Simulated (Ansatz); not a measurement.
Stepwise reaction of titanium tetrachloride with water, as a gas-phase model of exchange steps in deposition or etching. ΔE in kJ/mol; ΔG adds harmonic PBE0-D4 terms to CCSD(T)/CBS, at 1 bar.

Computed with Ansatz on PBE0-D4/def2-TZVP structures; ΔE is electronic, products minus reactants. CCSD(T)/CBS is the MP2 limit (def2-TZVPP, def2-QZVPP) plus CCSD(T) − MP2 in def2-TZVPP, frozen cores. This one scheme is used for every species. DFT in def2-TZVPP. B3LYP here is the variant with VWN-RPA as its local correlation; programs differ in this. For Ti outer-core shells are correlated without core-valence functions, which leaves a few kJ/mol of doubt a bond. Scalar relativity is left out up to krypton. One conformer a species, not always the lowest.

```
step                                                             reaction  PBE-D4  B3LYP-D4  ωB97M-V  CCSD(T)/CBS  ΔG(500 K)
   2  `[OH][Ti]([Cl])([Cl])[Cl]` + H₂O → `[OH][Ti]([OH])([Cl])[Cl]` + HCl    22.8      20.3     16.7         24.8       18.3
   3  `[OH][Ti]([OH])([Cl])[Cl]` + H₂O → `[OH][Ti]([OH])([OH])[Cl]` + HCl    30.8      29.3     27.0         33.0       27.4
   4  `[OH][Ti]([OH])([OH])[Cl]` + H₂O → `[OH][Ti]([OH])([OH])[OH]` + HCl    37.2      36.1     35.2         39.3       37.2
```

Question: Give the row of step 1, `[Cl][Ti]([Cl])([Cl])[Cl]` + H₂O → `[OH][Ti]([Cl])([Cl])[Cl]` + HCl. (Estimate.)

Answer: The calculation gave: 
| step | reaction | PBE-D4 | B3LYP-D4 | ωB97M-V | CCSD(T)/CBS | ΔG(500 K) |
| --- | --- | --- | --- | --- | --- | --- |
| 1 | `[Cl][Ti]([Cl])([Cl])[Cl]` + H₂O → `[OH][Ti]([Cl])([Cl])[Cl]` + HCl | 19.7 | 16.2 | 11.4 | 22.0 | -2.6 |

Question: By hand: ΔE of the 4 steps together at CCSD(T)/CBS.

Answer: (22.0) + (24.8) + (33.0) + (39.3) = 119.1 kJ/mol, or 29.8 kJ/mol a step.

In ΔE each step is higher than the one before. All are uphill at CCSD(T)/CBS. ΔG lies between -2.6 and 37.2 kJ/mol a step. PBE-D4 differs from CCSD(T)/CBS by -2.3 to -2.0 kJ/mol a step. Isolated molecules leave out the surface, adducts and barriers. Largest T1 diagnostic: 0.025.
